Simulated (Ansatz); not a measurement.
`N[SiH]1BO1` and `B[SiH]1BO1` differ in one atom or group.

Ansatz, PBE0-D4/def2-TZVP geometries, multiplicity 1. Each molecule was computed in one conformer, which needn't be the lowest.

| property | `N[SiH]1BO1` |
| --- | --- |
| LUMO energy (PBE0/def2-TZVPP) / eV | -0.86 |
| LUMO energy (PBE/def2-TZVPP) / eV | -1.85 |
| size of the dipole moment (PBE/def2-TZVPP) / D | 2.19 |
| ideal-gas entropy at 298 K and 1 bar (rigid rotor, harmonic PBE0-D4/def2-TZVP) / J/(mol·K) | 298 |
| LUMO energy (B3LYP/def2-TZVPP) / eV | -1.08 |
| HOMO–LUMO gap (PBE/def2-TZVPP) / eV | 3.63 |

Give the same properties after the change, and the shifts. (An estimate is asked.)

Computed: 
```tsv
property	`B[SiH]1BO1`	shift
LUMO energy (PBE0/def2-TZVPP) / eV	-2.66	-1.80
LUMO energy (PBE/def2-TZVPP) / eV	-3.51	-1.66
size of the dipole moment (PBE/def2-TZVPP) / D	0.66	-1.53
ideal-gas entropy at 298 K and 1 bar (rigid rotor, harmonic PBE0-D4/def2-TZVP) / J/(mol·K)	304	6
LUMO energy (B3LYP/def2-TZVPP) / eV	-2.83	-1.75
HOMO–LUMO gap (PBE/def2-TZVPP) / eV	2.49	-1.14
```

With PBE0 the HOMO falls by 0.26 eV and the LUMO falls by 1.80 eV, so the gap narrows by about 1.54 eV. PBE moves the HOMO by -0.51 eV and ωB97M-V by -0.09 eV. Dipoles are sizes alone; their direction can turn.

B3LYP here is the variant with VWN-RPA as its local correlation; programs differ in this.
